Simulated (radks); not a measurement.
Problem. These are the eigenvalues of the occupied orbitals of an atom or ion with whole-number occupations (hartree). All-electron calculation, scalar-relativistic Kohn-Sham, LB94 model potential, spin-polarised, spherical densities, finite nucleus; Fermi nuclear charge, rms radius of each element as measured or else 0.836 A^(1/3) + 0.57 fm. Program: a radial shooting solver on a logarithmic mesh with Libxc functionals.

1s up: -407.4470
1s down: -407.4417
2s up: -52.69407
2s down: -52.69158
2p up: -46.37047
2p down: -46.36848
3s up: -7.81949
3s down: -7.81611
3p up: -5.89029
3p down: -5.88951
3d down: -2.73146
3d up: -2.72503
4s up: -1.79301

Which element is it, and in what charge state? The configuration may be excited. Open shells, if any, are filled with parallel spins first.

Solution. Z = 32, germanium, charge +3: Ge3+ in [Ar] 3d10 4s1. The list shows which subshells hold electrons but not how many an open one holds; the 1s level, -407.45 hartree, gives Z - s = 28.5 by -(Z - s)^2/2, which with screening and relativity narrows Z to a few neighbours, and the depths of the outer levels then fix element, charge and occupations together.
